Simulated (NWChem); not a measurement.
System: C$_{2}$H$_{7}$NOSi, singlet; SMILES CN(C)[Si]O

The following NWChem deck was run.

```
start job
memory heap 200 mb stack 900 mb global 1100 mb
geometry units angstroms noautosym nocenter noautoz
  Si    -0.796611     0.915576     0.000086
  O      0.460486     2.017503    -0.001135
  H      1.389263     1.761088    -0.004896
  N      0.004457    -0.637608    -0.000027
  C     -0.831035    -1.816878    -0.002793
  C      1.411684    -0.937502     0.000808
  H     -0.653203    -2.444347    -0.896360
  H     -0.653246    -2.448233     0.888049
  H     -1.894185    -1.525803    -0.002233
  H      1.703529    -1.529628     0.888644
  H      1.707755    -1.518531    -0.892981
  H      2.020043    -0.020360     0.008372
end
basis spherical
  * library def2-svp
end
dft
  xc m06-2x
  iterations 150
end
cosmo
  do_cosmo_smd true
  solvent hexane
end
task dft energy
```

Low-valent species are run as closed-shell singlets; no triplet was tried in these runs. All runs use the structure optimised with PBE0/def2-SVP. Not confirmed as a minimum by frequencies. Solvent: n-hexane.

Level: M06-2X/def2-SVP with SMD (1 M gas to 1 M solution), gas-phase geometry. Reactions with the solvent are ignored.

Question: Predict the main results of this run. (M06-2X/def2-SVP, SMD on the gas-phase geometry.) Quantities: solvation free energy (kcal/mol); cavity-dispersion-structure term (kcal/mol); dipole in solution (D).

Answer: The solvation free energy (kcal/mol) is -4.0. The cavity-dispersion-structure term (kcal/mol) is -2.0 and the dipole in solution (D) is 3.48.
